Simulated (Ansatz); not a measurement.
Consider the homolysis of the B–S bond: `[SiH3]OB(S)Cl` → `[SiH3]O[B]Cl`• + `[SH]`•.

Program: Ansatz. Geometries: PBE0-D4/def2-TZVP. ΔE: electronic, gas phase. CCSD(T)/CBS is the MP2 limit (def2-TZVPP, def2-QZVPP) plus CCSD(T) − MP2 in def2-TZVPP, frozen cores. This one scheme is used for every species. DFT in def2-TZVPP. HSE06 is defined as in plane-wave codes. No spin–orbit coupling; open shells (•) take unrestricted orbitals. Each species was taken in one conformer, which may not be the lowest.

| level | ΔE (kJ/mol) | difference from CCSD(T)/CBS |
| --- | --- | --- |
| PBE-D4 | 442.7 | -3.7 |
| revPBE-D4 | 433.4 | -13.0 |
| BLYP-D4 | 423.6 | -22.8 |
| B97M-V | 449.2 | 2.8 |
| r2SCAN0-D4 | 424.5 | -21.9 |
| HSE06-D4 | 439.9 | -6.5 |
| BHLYP-D4 | 422.9 | -23.5 |
| PBE-QIDH | 443.5 | -2.9 |
| PBE | 433.0 | -13.4 |
| PBE0 | 431.4 | -15.0 |
| HSE06 | 431.9 | -14.5 |
| MP2/def2-SVP | 438.7 | -7.7 |
| CCSD(T)/def2-SVP | 425.4 | -21.0 |
| MP2/def2-TZVPP | 452.5 | 6.1 |
| SCS-MP2/def2-QZVPP | 449.8 | 3.4 |
| CCSD/CBS(def2) | 434.7 | -11.7 |
| CCSD(T)/CBS | 446.4 | 0 |

Largest T1 diagnostic among the species: 0.015.

At CCSD(T), def2-SVP lies −21.0 kJ/mol from the extrapolated value and def2-TZVPP −12.8 kJ/mol: correlation converges slowly with the basis, and small sets miss more of it in the bonded molecule than in its fragments. From r2SCAN to r2SCAN0 (25 % exact exchange), in def2-TZVPP and without D4, ΔE moves by −4.2 kJ/mol: exact exchange takes away binding that semilocal exchange gives to molecules. In def2-TZVPP, CCSD(T) changes the Hartree–Fock value by +116.6 kJ/mol (the triples alone add +11.6 kJ/mol) and MP2 by +135.6 kJ/mol; breaking electron pairs costs correlation energy, which Hartree–Fock lacks.
